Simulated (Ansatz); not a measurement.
Relaxation of H4OSSiTe (8 atoms, charge 0, multiplicity 1), to a largest force component of 0.02 eV/Å in at most 50 steps.

Method: RKS B3LYP-D4/def2-SVP (Ansatz).

```xyz
8
Properties=species:S:1:pos:R:3
O -0.902 1.463 -0.610
Si 0.012 0.512 0.389
S 1.823 0.046 -0.624
Te -1.133 -1.578 0.899
H -1.136 0.941 -1.435
H 2.038 0.915 -1.674
H 2.333 -0.727 0.479
H -1.212 -1.958 -0.796
```

Task: Where does it end, and by what steps?

Result: It converged. After 18 steps the energy has fallen by 3.625 eV; H6 moved furthest, 1.06 Å. Parted: Si2–S3.

```
step  energy less start (eV)  largest force component (eV/Å)  accepted
   0                  0.0000                           3.825       yes
   1                 -1.1679                           2.555       yes
   2                 -2.0574                           1.768       yes
   3                 -2.4860                           2.038       yes
   4                 -2.7886                           2.177       yes
   5                 -3.1627                           1.926       yes
   6                 -3.3494                           2.358       yes
   7                 -3.3152                           3.059        no
   8                 -3.5722                           0.810       yes
   9                 -3.6050                           0.221       yes
  10                 -3.6164                           0.070       yes
  11                 -3.6195                           0.155       yes
  12                 -3.6229                           0.077       yes
  13                 -3.6235                           0.106       yes
  14                 -3.6247                           0.033       yes
  15                 -3.6250                           0.020       yes
  16                 -3.6251                           0.022       yes
  17                 -3.6250                           0.039        no
  18                 -3.6252                           0.003       yes
```

```xyz
8
Properties=species:S:1:pos:R:3
O -1.123 1.335 -0.796
Si -0.265 0.885 0.565
S 2.027 -0.134 -1.059
Te -1.018 -1.626 0.886
H -1.683 0.714 -1.280
H 2.874 0.922 -1.025
H 2.587 -0.710 0.028
H -1.577 -1.772 -0.689
```

The run took 65 s on 2 threads of Arm Neoverse V1, on a shared host, peak memory 0.22 GiB.
